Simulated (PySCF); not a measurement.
LDA on Nb⁻ (niobium, charge -1), [Kr] 4d4 5s2, high-spin 5D determinant. Computed with PySCF 2.14 in aug-cc-pwCVTZ-PP with ECP28MDF (8s8p7d4f3g, 122 functions), with scalar relativity through the core potential.

```
cycle= 1 E= -56.5321676807721  delta_E= -0.0257  |g|= 0.0606  |ddm|=  3.4
cycle= 2 E= -56.533635834205  delta_E= -0.00147  |g|= 0.0438  |ddm|= 0.242
cycle= 3 E= -56.5340069589846  delta_E= -0.000371  |g|= 0.0176  |ddm|= 0.0752
cycle= 4 E= -56.5342953612993  delta_E= -0.000288  |g|= 0.00571  |ddm|= 0.0724
cycle= 5 E= -56.5343286778144  delta_E= -3.33e-05  |g|= 0.000355  |ddm|= 0.0137
cycle= 6 E= -56.5343287871511  delta_E= -1.09e-07  |g|= 7.81e-05  |ddm|= 0.00255
cycle= 7 E= -56.5343287974737  delta_E= -1.03e-08  |g|= 1.79e-06  |ddm|= 0.000283
cycle= 8 E= -56.5343287974804  delta_E= -6.79e-12  |g|= 1.23e-07  |ddm|= 2.91e-05
converged SCF energy = -56.5343287974804  <S^2> = 6.0525037  2S+1 = 5.0209576
```

Highest occupied orbital energy: 1.315 eV; ⟨L²⟩ = 6.05; populations by l: s 3.99, p 6.00, d 4.01, f 0.00.

Question: Can this result be used?

Answer: With care. Self-consistency was reached. Energies and moments cover only the electrons outside the core potential. At LDA the highest occupied level has a positive energy, so only the finite basis holds that electron; in a semilocal or global hybrid functional this comes from self-interaction and does not mean that the real anion is unbound.
